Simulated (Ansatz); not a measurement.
Compare A (`[SiH3]C1C=CS1`) with its isomer B (`C=CC([SiH3])=S`).

Isolated molecules relaxed with PBE0-D4/def2-TZVP in Ansatz; ΔE leaves out vibrations. CCSD(T)/CBS is the MP2 limit (def2-TZVPP, def2-QZVPP) plus CCSD(T) − MP2 in def2-TZVPP, frozen cores. Functionals use def2-TZVPP. B3LYP here is the variant with VWN-RPA as its local correlation; programs differ in this. One conformer a species, not always the lowest.

Question: Which isomer does CCSD(T)/CBS put lower? Give the gap. (Best estimate.)

Answer: Computed: A, by 0.4 kcal/mol. So small a gap doesn't settle the order.

Question: Give E(B) − E(A) in kcal/mol with CCSD/def2-TZVPP, HF/def2-TZVPP, PBE-D4, r2SCAN-D4, B2PLYP, PBE0-D4, B3LYP-D4. (Best estimate.)

Answer: The calculation gave: CCSD/def2-TZVPP 0.0, HF/def2-TZVPP -3.9, PBE-D4 1.5, r2SCAN-D4 0.4, B2PLYP -1.9, PBE0-D4 3.7, B3LYP-D4 -3.3. The order is the other way round with HF/def2-TZVPP, B2PLYP, B3LYP-D4.

Largest T1 diagnostic: 0.017.

In def2-TZVPP, CCSD(T) changes the Hartree–Fock value by +3.3 kcal/mol (the triples alone add −0.5 kcal/mol) and MP2 by +6.6 kcal/mol. From PBE to PBE0 (25 % exact exchange), in def2-TZVPP and without D4, E(B) − E(A) moves by +2.3 kcal/mol.
